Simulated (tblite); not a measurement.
Problem. What does the GFN2-xTB structure of `Cc1cc(C)p(N)c1C` look like in three dimensions?

Solution. 
```
atom  x, y, z in Å
C1    -2.0281   -0.7734    1.4763
C2    -0.8736   -0.4684    0.5780
C3     0.4647   -0.8989    0.9507
C4     1.4409   -0.5441    0.1031
C5     2.8922   -0.8621    0.2247
P6     0.7119    0.2137   -1.4088
N7     1.0856    1.8743   -1.3309
C8    -0.9141    0.2267   -0.5752
C9    -2.1058    0.8200   -1.2486
H10   -2.9452   -0.3219    1.1094
H11   -2.1736   -1.8519    1.5392
H12   -1.8300   -0.4053    2.4831
H13    0.6297   -1.4326    1.8762
H14    3.5023    0.0068   -0.0264
H15    3.1614   -1.6628   -0.4651
H16    3.1327   -1.1822    1.2372
H17    1.9131    2.1196   -1.8607
H18    1.1511    2.2428   -0.3872
H19   -2.7089    0.0460   -1.7262
H20   -1.7786    1.5213   -2.0143
H21   -2.7366    1.3494   -0.5351
```

Any rigid rotation of these coordinates is as good. Atoms count from 1 in this order. P6 (ring phosphorus) is pyramidal (angles 106.1°, 99.6° and 88.9°, sum 294.6°, 0.86 Å off the plane of its three neighbours). The 5-membered ring C2–C3–C4–P6–C8 has internal angles of 88.9° to 115.4° (sum 539°, against 540° for a flat polygon); it is slightly puckered (a soft mode that the optimisation may not have finished), 0.05 Å rms from its mean plane, widest ring torsion 9°. The 6 C–C bonds span 1.341 Å (C3–C4, drawn aromatic) to 1.494 Å (C1–C2, drawn single), a spread of 0.153 Å. Of the pairs four or more bonds apart, C9···H10 is among the closest relative to their van der Waals radii: 2.75 Å, 95 % of the sum of Bondi's values.

Bonds between heavy atoms (Å): C1–C2 1.494, C2–C3 1.454, C3–C4 1.341, C4–C5 1.491, C4–P6 1.842, P6–N7 1.704, P6–C8 1.827, C8–C9 1.492, C2–C8 1.347.

Structure optimised with GFN2-xTB, isolated species.

Point group: C1 (no symmetry element, even within 0.4 Å). Its GFN2-xTB frequencies are all real (lowest 42 cm⁻¹). The numbers are those of one conformer (C4–P6–N7–H 96° and -31°).

These are computed values.
